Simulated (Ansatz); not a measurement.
`[SiH3]C([SiH3])S`, charge 0, multiplicity 1.

Problem. Give a relaxed structure at PBE0-D4/def2-TZVP (Ansatz 0.2.0). (Estimate.)

Solution. Ansatz gave: 
Z-matrix (Å, degrees):
```
Si
C 1 1.879
H 1 1.490 2 110.7
H 1 1.487 2 108.3 3 -119.1
H 1 1.484 2 110.1 3 121.2
Si 2 1.879 1 116.2 3 56.2
S 2 1.826 1 109.4 3 -179.3
H 2 1.096 1 108.3 3 -65.8
H 6 1.487 2 108.3 1 63.0
H 6 1.484 2 110.1 1 -177.3
H 6 1.490 2 110.7 1 -56.1
H 7 1.344 2 96.7 1 -64.1
```
Point group Cs.
This is one stationary point; other conformers may exist.
